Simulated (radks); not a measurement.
The titanium anion Ti- inside a hard spherical wall (all orbitals vanish at R), configuration held at [Ar] 3d3 4s2 and not refilled when levels cross. All-electron calculation, non-relativistic Kohn-Sham, LDA (Slater exchange, Perdew-Wang correlation), spin-polarised, spherical densities, point nucleus; open shells are filled with parallel spins first. Program: a radial shooting solver on a logarithmic mesh with Libxc functionals. Eigenvalues in eV for spin up, with the zero of energy where the potential of the charges vanishes at infinity; a dash marks a level that is unbound or too diffuse for the functional's potential to be trusted. A positive occupied level is held by the wall or, in an anion where self-interaction has pushed it up, behind a barrier. The pressure on the wall is -dE/dV.

R (bohr)  E (hartree)  kinetic (hartree)    e(3s)    e(3p)   e(4s)   e(3d)  e(4p, empty)  e(5s, empty)  pressure (GPa)
20         -847.33739            846.109  -54.173  -31.564   0.149   1.807         1.868         1.948        0.000819
15         -847.33604            846.113  -53.920  -31.313   0.310   2.034         2.246         2.844         0.00578
10         -847.32405            846.161  -53.082  -30.477   0.912   2.811         3.261         5.881           0.167
6          -847.17149            846.669  -49.080  -26.518   4.370   6.443         8.088        20.169            8.06
5          -846.97163            847.253  -46.057  -23.563   7.732   9.237        12.461        32.585            28.8
3.5        -845.80924            850.472  -36.466  -14.260  23.852  19.012        32.090        84.313             324
2          -833.99148            883.561    3.928   27.790  144.14  67.357        158.99        371.79           14900
